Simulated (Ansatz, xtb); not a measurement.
Ranking isomers of CH4OSSi

6 gas-phase structures of CH4OSSi, found in a search over its isomers (lower ones may exist). Each was relaxed with GFN2-xTB; where two conformers were screened, the lower at r2SCAN-D4/def2-SVP is listed:

A. `CO[SiH]=S`, a singlet
B. `CS[SiH]=O`, a singlet
C. `C[Si](=O)S`, a singlet
D. `C1O[SiH2]S1`, a singlet
E. `C[Si](O)=S`, a singlet
F. `O=[SiH]CS`, a singlet

Question: Estimate their order in r2SCAN-D4/def2-SVP energy at these geometries, lowest first.

Answer: Calculated order at r2SCAN-D4/def2-SVP: E (0.0), C (20.2), A (23.9), B (36.0), D (38.5), F (58.3) kcal/mol.

Energies above the lowest of each column, in kcal/mol; the last columns are at PBE0-D3(BJ)/pcseg-1 geometries and were run for some of them only (a dash: not run or not comparable):

| structure | GFN2-xTB | HF/STO-3G | r2SCAN-D4/def2-SVP | PBE0-D3(BJ)/pcseg-1 | CCSD(T)/def2-TZVP |
| --- | --- | --- | --- | --- | --- |
| E | 5.5 | 18.1 | 0.0 | 0.0 | 0.0 |
| C | 2.9 | 34.0 | 20.2 | 18.6 | 18.6 |
| A | 0.7 | 31.5 | 23.9 | 23.8 | 24.0 |
| B | 0.0 | 44.9 | 36.0 | – | – |
| D | 11.2 | 0.0 | 38.5 | – | – |
| F | 20.5 | 63.7 | 58.3 | – | – |

CCSD(T)/def2-TZVP puts E lowest of those it was run on; GFN2-xTB picks B, HF/STO-3G picks D. Some further structures that were screened fall inside this span and aren't listed. Flexible structures stand in one conformer each, not always the lowest. C keeps a small imaginary mode. Frequencies (PBE0-D3(BJ)/pcseg-1) were run for A, C, E alone.

Over these structures GFN2-xTB departs from r2SCAN-D4/def2-SVP by 11.2 kcal/mol on average once a common shift is removed. A GFN2-xTB relaxation took about 0.19 s and the r2SCAN-D4/def2-SVP energy about 2.1 s on a shared host (Ansatz 0.2.0, xtb 6.7.1).
